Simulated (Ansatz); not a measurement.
Relative stability

The two ends of one reaction step of SnH₃F, singlet (PBE0-D4/def2-TZVP).

A:

```xyz
5
angstrom
Sn 0.1987 1.1729 0.0179
F -0.0059 -1.3199 -0.6828
H 0.2609 -1.4409 -1.5600
H -1.4142 1.0010 0.7226
H 0.9604 0.5869 1.5025
```

B:

```tsv
atom	x (Å)	y (Å)	z (Å)
Sn1	0.0265	0.1216	-0.0161
F2	-0.3801	-1.7444	0.2314
H3	0.5738	0.2359	-1.6223
H4	-1.4452	0.9262	0.2652
H5	1.2250	0.4606	1.1419
```

Program: Ansatz 0.2.0. Basis: def2-TZVPP. Cores are frozen in the correlated methods. Filled d shells of the heavier atoms are correlated. Core potentials replace the inner electrons of the atoms past krypton. The def2 sets are not built for correlating such inner shells, so the correlated values are less sure here. B3LYP uses VWN-RPA correlation.

Task: Which structure is lower at CCSD(T), and by how much? (To be estimated.)

Result: By the calculation: B, by 1.108 eV (electronic energy, against the other). By their contacts, A is a complex of SnH₂ + HF and B is SnH₃F ([F][SnH3]).

All methods give the same order:

```tsv
method	E(B) − E(A) (eV)
SPW92	-1.113
PBE-D4	-1.007
BLYP-D4	-0.911
r2SCAN-D4	-1.172
B97M-V	-1.286
PBE0-D4	-1.082
B3LYP-D4	-0.987
r2SCAN0-D4	-1.159
BHLYP-D4	-1.093
CAM-B3LYP-D4	-1.136
wB97X-V	-1.245
wB97M-V	-1.093
B2PLYP	-1.063
PBE-QIDH	-1.180
RPA on PBE	-1.085
HF	-1.164
MP2	-1.097
CCSD	-1.091
CCSD(T)	-1.108
```

T1 diagnostic: at most 0.014.

Labels in which every atom is bracketed show which atoms are joined, not bond orders.

For scale, one of the runs: CCSD(T)/def2-TZVPP, 123 basis functions, launched by `ansatz run in.yaml --threads 2 --pin off --events-out ev --progress --plain --max-ram 4352MiB`. The run took 11 s on 2 CPU threads of an Arm Neoverse V1 (shared host), with 0.65 GiB of host memory at its peak.
